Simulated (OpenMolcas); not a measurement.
Re4+ (d3) in a complex was computed by CASSCF with the d shell active (OpenMolcas, ANO-RCC-VDZP on the metal). Its lowest spin-free states, and all those of the highest spin:

```csv
2S+1,Degeneracy,E (cm-1)
4,3,0.0
2,2,445.7
2,3,9206
2,3,10714
4,3,10847
2,3,13276
4,3,17407
2,1,17777
2,3,19106
2,2,20743
2,3,21680
4,1,22888
```

Is the site octahedral, tetrahedral or cube-like, axial, or of lower symmetry?

The states with 2S+1 = 4 have orbital degeneracies 3, 3, 3, 1. Threefold states need a cubic site. For d3 at this spin an octahedron puts the single A2 below the threefold T2 and a tetrahedron or cube puts the threefold T1 below the threefold T2, so the site is a tetrahedron or a cube, which this pattern cannot tell apart. The run had Re4+ with 4 ligands (chloride) in tetrahedral coordination (Td) at 2.26 Å. Ligand basis ANO-RCC-VDZP.

Spin-orbit coupling mixes the spin-free states strongly: the lowest level takes only 58 % from its leading state, 4T1. Without dynamic correlation the repulsion within the d shell is too large (B by tens of per cent), so at a given field states of lower spin stand too high. This shell can be high or low spin here, a state of another spin lies low, and with metal d orbitals alone active their balance is uncertain, so the ground spin may be wrong. The least metal-like active orbital is 67 % on the metal (Löwdin) and no ligand orbital is active, so the numbers are rough, and ground spin, moment and any spin crossover can be artefacts of this space; highly charged d ions in such sites are as a rule low spin. With metal d orbitals alone the field can be off either way by tens of per cent. Ligand-to-metal charge-transfer states are missing. With no ligand orbital active B as a rule stays too high, so bands that hang on it stand too high and its fall with covalency is understated. No measured value stands beside these numbers; the geometry was imposed, not optimised, and the real ion may take another.
